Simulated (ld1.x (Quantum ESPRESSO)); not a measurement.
# Ti (Z = 22), ultrasoft: configuration errors across variants

- Element: Ti
- Generator: ld1.x (Quantum ESPRESSO) 7.5
- Type: ultrasoft
- Functional: PBE
- Relativity: scalar-relativistic
- Frozen core: [Ne] 3s2
- Valence charge: 10
- Reference configuration: 3p6 3d2 4s2 4p0
- Partial waves: 4s (bound): rcut 2.60, rcutus 2.75 bohr; 4s channel at 4.75 Ry: rcut 2.60, rcutus 2.75 bohr; 3p (bound): rcut 1.50, rcutus 1.65 bohr; 4p (bound, empty): rcut 1.50, rcutus 1.65 bohr; 3d (bound): rcut 1.30, rcutus 1.70 bohr; 3d channel at 4.75 Ry: rcut 1.30, rcutus 1.70 bohr
- Local potential: all-electron potential smoothed inside 1.45 bohr (lloc = -1)
- Core correction: none
- Augmentation charge: PSQ, inside the norm-conserving radii

All-electron excitation energies from the reference (eV): (1) 3p6 3d2 4s1 4p0 7.347; (2) 3p6 3d2 4s0 4p0 20.919; (3) 3p6 3d1 4s0 4p0 47.867; (4) 3p6 3d1 4s2 4p0 9.745; (5) 3p6 3d1 4s2 4p1 4.672; (6) 3p6 3d2.5 4s1.5 4p0 0.353; (7) 3p6 3d2 4s1 4p1 3.076.

The overlap operator is not positive definite (basis up to 400 Ry) in “base”, “all radii scaled by about 1.06 (s 2.92, p 1.74, d 1.80 bohr, rcut 2.76/1.60/1.38); local potential all-electron potential smoothed inside 1.54 bohr (lloc = -1)”, “all radii scaled by about 1.17 (s 3.22, p 1.94, d 2.00 bohr, rcut 3.04/1.76/1.52); local potential all-electron potential smoothed inside 1.70 bohr (lloc = -1)”, “all radii scaled by about 1.27 (s 3.48, p 2.10, d 2.16 bohr, rcut 3.30/1.90/1.64); local potential all-electron potential smoothed inside 1.84 bohr (lloc = -1)”. Such files are unfit for use, however small their errors in these radial tests.

2 further variants failed, have other tests or too few solved ones, and are left out.

A true bound ghost makes a file unfit for plane-wave use even where its test errors are small: the radial tests pick states by their node count and pass the ghost by.

Errors AE − PS in meV (a dash: test not solved or not reliable):

| change | (1) | (2) | (3) | (4) | (5) | (6) | (7) | bound ghosts |
| --- | --- | --- | --- | --- | --- | --- | --- | --- |
| base | +0.8 | +14 | +103 | -42 | -6.2 | -3.3 | -0.4 | s (p not tested, overlap not positive) |
| all radii scaled by about 1.06 (s 2.92, p 1.74, d 1.80 bohr, rcut 2.76/1.60/1.38); local potential all-electron potential smoothed inside 1.54 bohr (lloc = -1) | -1.1 | +4.2 | +92 | -76 | -63 | -8.4 | -1.3 | not determined (overlap not positive) |
| all radii scaled by about 1.17 (s 3.22, p 1.94, d 2.00 bohr, rcut 3.04/1.76/1.52); local potential all-electron potential smoothed inside 1.70 bohr (lloc = -1) | -4.0 | -13 | +71 | -115 | -169 | -13 | -2.6 | not determined (overlap not positive) |
| all radii scaled by about 1.27 (s 3.48, p 2.10, d 2.16 bohr, rcut 3.30/1.90/1.64); local potential all-electron potential smoothed inside 1.84 bohr (lloc = -1) | -5.1 | -31 | +29 | -141 | – | – | – | not determined (overlap not positive) |

(1) Give the same row for: all radii scaled by about 1.37 (s 3.76, p 2.26, d 2.32 bohr, rcut 3.56/2.06/1.78); local potential all-electron potential smoothed inside 1.98 bohr (lloc = -1).

Answers

(1) -8.1, -53, -105, -325, –, –, –; bound ghosts: s.
